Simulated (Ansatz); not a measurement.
Basis-set series for H$_{4}$SSeSi (`S[SiH2][SeH]`). Charge 0, multiplicity 1. All single points use the PBE0-D4/def2-TZVP geometry. It is one conformer, not always the lowest.

```tsv
functional	basis	functions	energy (Eh)	HOMO (eV)	LUMO (eV)
PBE0-D4	def2-SVP	88	-3090.63896	-7.08	0.00
PBE0-D4	def2-QZVPP	349	-3091.25099	-7.21	-0.43
ωB97M-V	def2-SVP	88	-3090.99216	-9.21	2.00
ωB97M-V	def2-QZVPP	349	-3091.60075	-9.35	1.24
```

Task: Give the rows for def2-TZVPP. (An estimate is asked.)

Result: The calculation gave: 
| functional | basis | functions | energy (Eh) | HOMO (eV) | LUMO (eV) |
| --- | --- | --- | --- | --- | --- |
| PBE0-D4 | def2-TZVPP | 188 | -3091.17834 | -7.18 | -0.31 |
| ωB97M-V | def2-TZVPP | 188 | -3091.53087 | -9.33 | 1.54 |

Positive LUMOs are unbound and depend on the basis. Scalar relativity is left out up to krypton.

Computed with Ansatz.
